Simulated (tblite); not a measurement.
Compound: C3H11BN2Si.
Numbering: `[BH2:1][N:2]1[CH2:3][C@H:4]([CH3:5])[NH:6][SiH2:7]1` (hydrogens: H8, H9 on B1; H10, H11 on C3; H12 on C4; H13, H14, H15 on C5; H16 on N6; H17, H18 on Si7)

Computed with GFN2-xTB (tblite), gas phase: L-BFGS steps from a force-field or distance-geometry start until the largest atomic force falls under 0.01 eV/Å.

Step 5: E = -568.5236 eV
```
atom  x, y, z in Å  |  force x, y, z in eV/Å
B1      2.6208   -0.7873    0.0785   -0.505  -0.292   0.325
N2      1.3674   -0.2666   -0.3370    0.084  -0.182  -0.065
C3      0.0879   -0.9633   -0.2943    0.075  -0.093   0.173
C4     -1.0117    0.1121   -0.1999    0.064  -0.219   0.211
C5     -2.3770   -0.4155   -0.6033   -0.053  -0.070  -0.062
N6     -0.5478    1.2405   -0.9898   -0.089  -0.091  -0.083
Si7     1.0954    1.4336   -0.5119   -0.066  -0.013   0.263
H8      3.1031   -0.1921    0.9599    0.666   0.368  -0.296
H9      3.0650   -1.8429   -0.1973   -0.386  -0.028  -0.079
H10    -0.1262   -1.6756   -1.1135    0.397   0.404   0.049
H11     0.0920   -1.5199    0.6482   -0.187  -0.292  -0.139
H12    -1.0731    0.4384    0.8517   -0.014  -0.150   0.073
H13    -2.9048   -0.7806    0.2711   -0.111   0.009   0.026
H14    -2.9549    0.3612   -1.0835   -0.173   0.178   0.012
H15    -2.2832   -1.2358   -1.2990    0.013  -0.161  -0.253
H16    -1.1631    2.0262   -0.8562   -0.089   0.080  -0.270
H17     1.8999    2.1591   -1.4612    0.087   0.028  -0.212
H18     1.1013    1.9151    0.8609    0.288   0.523   0.326
```

Step 6: E = -568.5927 eV
```
atom  x, y, z in Å  |  force x, y, z in eV/Å
B1      2.6236   -0.7812    0.0644   -0.506  -0.357   0.581
N2      1.3570   -0.2598   -0.2962    0.363   0.006  -0.194
C3      0.0893   -0.9631   -0.2901    0.067  -0.241   0.173
C4     -1.0065    0.0998   -0.1922   -0.321   0.085   0.115
C5     -2.3787   -0.4136   -0.6037   -0.245  -0.162  -0.104
N6     -0.5435    1.2293   -0.9841    0.133   0.144   0.036
Si7     1.1040    1.4478   -0.4941   -0.259  -0.168  -0.050
H8      3.1196   -0.1768    0.9417    0.669   0.257  -0.471
H9      3.0344   -1.8611   -0.1944   -0.381   0.144  -0.062
H10    -0.1079   -1.6652   -1.1200    0.374   0.384  -0.006
H11     0.0854   -1.5352    0.6403   -0.190  -0.348  -0.058
H12    -1.0768    0.4217    0.8605    0.017  -0.117   0.060
H13    -2.9165   -0.7894    0.2685    0.012   0.106  -0.120
H14    -2.9683    0.3654   -1.0871    0.064  -0.002   0.167
H15    -2.2884   -1.2357   -1.3050    0.017  -0.044  -0.173
H16    -1.1622    2.0221   -0.8793   -0.022  -0.110  -0.229
H17     1.9065    2.1602   -1.4759   -0.066  -0.105  -0.011
H18     1.1201    1.9412    0.8704    0.274   0.529   0.345
```

Step 7: E = -568.7039 eV
```
atom  x, y, z in Å  |  force x, y, z in eV/Å
B1      2.6168   -0.7801    0.0589   -0.325  -0.336   0.821
N2      1.3457   -0.2503   -0.2400    0.568   0.247  -0.252
C3      0.0938   -0.9652   -0.2796   -0.001  -0.288   0.148
C4     -1.0037    0.0817   -0.1793   -0.720   0.446  -0.069
C5     -2.3850   -0.4145   -0.6073   -0.388  -0.230  -0.122
N6     -0.5372    1.2138   -0.9747    0.358   0.395   0.230
Si7     1.1135    1.4667   -0.4661   -0.434  -0.282  -0.331
H8      3.1610   -0.1473    0.9021    0.573   0.038  -0.686
H9      2.9790   -1.8862   -0.1920   -0.341   0.318   0.008
H10    -0.0708   -1.6406   -1.1307    0.302   0.275  -0.141
H11     0.0709   -1.5672    0.6275   -0.151  -0.379   0.047
H12    -1.0822    0.3938    0.8759    0.024  -0.056   0.026
H13    -2.9348   -0.8006    0.2627    0.149   0.187  -0.292
H14    -2.9881    0.3728   -1.0889    0.361  -0.241   0.329
H15    -2.2958   -1.2371   -1.3182    0.006   0.130  -0.041
H16    -1.1620    2.0142   -0.9201    0.070  -0.364  -0.144
H17     1.9145    2.1591   -1.4982   -0.284  -0.289   0.303
H18     1.1554    1.9934    0.8917    0.233   0.430   0.165
```

Step 8: E = -568.8383 eV
```
atom  x, y, z in Å  |  force x, y, z in eV/Å
B1      2.6004   -0.7867    0.0714    0.049  -0.158   0.897
N2      1.3376   -0.2373   -0.1773    0.514   0.367  -0.184
C3      0.0998   -0.9693   -0.2632   -0.117  -0.200   0.088
C4     -1.0094    0.0637   -0.1647   -0.817   0.621  -0.239
C5     -2.3972   -0.4196   -0.6144   -0.359  -0.200  -0.098
N6     -0.5280    1.1985   -0.9595    0.410   0.557   0.405
Si7     1.1200    1.4865   -0.4321   -0.486  -0.286  -0.428
H8      3.2282   -0.1078    0.8384    0.330  -0.291  -0.847
H9      2.9023   -1.9122   -0.1895   -0.246   0.426   0.135
H10    -0.0167   -1.6026   -1.1466    0.200   0.160  -0.238
H11     0.0490   -1.6160    0.6119   -0.067  -0.290   0.058
H12    -1.0890    0.3582    0.8960   -0.026   0.032  -0.043
H13    -2.9564   -0.8116    0.2520    0.229   0.191  -0.386
H14    -3.0083    0.3801   -1.0859    0.572  -0.420   0.398
H15    -2.3047   -1.2381   -1.3378   -0.016   0.276   0.082
H16    -1.1615    1.9998   -0.9745    0.153  -0.565  -0.025
H17     1.9196    2.1524   -1.5213   -0.475  -0.434   0.613
H18     1.2053    2.0685    0.9207    0.153   0.215  -0.189
```

**Question.** Estimate the geometry and energy of step 9. (The exact step hangs on the optimiser's Hessian estimate; all steps are aligned on step 8, rigid shifts and turns removed.)

**Answer.** E = -568.9623 eV, largest force 1.052 eV/Å
```
atom  x, y, z in Å  |  force x, y, z in eV/Å
B1      2.5840   -0.7973    0.1021    0.372   0.117   0.692
N2      1.3359   -0.2246   -0.1305    0.238   0.280  -0.004
C3      0.1033   -0.9735   -0.2464   -0.189  -0.028  -0.047
C4     -1.0232    0.0547   -0.1556   -0.493   0.488  -0.265
C5     -2.4107   -0.4271   -0.6222   -0.123  -0.077  -0.051
N6     -0.5186    1.1921   -0.9414    0.274   0.427   0.472
Si7     1.1189    1.4994   -0.4053   -0.335  -0.165  -0.326
H8      3.2965   -0.0770    0.7678    0.047  -0.570  -0.834
H9      2.8315   -1.9273   -0.1857   -0.126   0.395   0.276
H10     0.0357   -1.5642   -1.1634    0.091   0.112  -0.188
H11     0.0281   -1.6638    0.5982    0.022  -0.091  -0.032
H12    -1.0958    0.3287    0.9125   -0.116   0.114  -0.123
H13    -2.9723   -0.8178    0.2386    0.195   0.096  -0.321
H14    -3.0182    0.3821   -1.0775    0.556  -0.405   0.312
H15    -2.3122   -1.2368   -1.3556   -0.032   0.306   0.124
H16    -1.1601    1.9804   -1.0222    0.117  -0.511   0.055
H17     1.9164    2.1397   -1.5318   -0.552  -0.476   0.758
H18     1.2520    2.1387    0.9419    0.055  -0.012  -0.497
```

The energy changes by -0.1239 eV. The first-order estimate −F·Δx gives -0.1750 eV and the mean of the old and new forces, exact on a quadratic surface, -0.1226 eV. The step makes an angle of 72° with the force vector and moves no atom by more than 0.103 Å.

The cost below is that of the whole relaxation. Hardware: Arm Neoverse N1, one thread, no GPU, shared host. Cost: 1.3 s of wall time.
